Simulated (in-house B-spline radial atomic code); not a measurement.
Zn³⁺ is squeezed into an impenetrable sphere of radius R (the orbitals vanish at R). No spin polarisation. Level of theory: non-relativistic Hartree-Fock, average of configuration, point nucleus; calculated with an all-electron radial atomic-structure program (B-spline basis).

Energies in eV above the free ion in [Ar] 3d9:

```tsv
R (bohr)	highest level (eV)	[Ar] 3d9	[Ne] 3s2 3p5 3d10	-dE/dV in [Ar] 3d9 (GPa)
9.86	-63.2	0	82.19	4.27e-11
6.53	-63.2	0	82.19	2.04e-05
4.75	-63.2	0.001905	82.2	0.0261
4.33	-63.2	0.008493	82.2	0.137
3.86	-63.2	0.04379	82.24	0.873
3.15	-62.8	0.4872	82.73	14.1
2.69	-61.7	2.246	84.65	88.5
2.11	-56.1	15.83	99.3	1060
1.64	-38	87.11	174	10700
1.52	-27.9	138.8	227.4	20400
```

(1) Does [Ne] 3s2 3p5 3d10 fall below [Ar] 3d9 under compression?

Answers

(1) No, it stays above over the whole range.
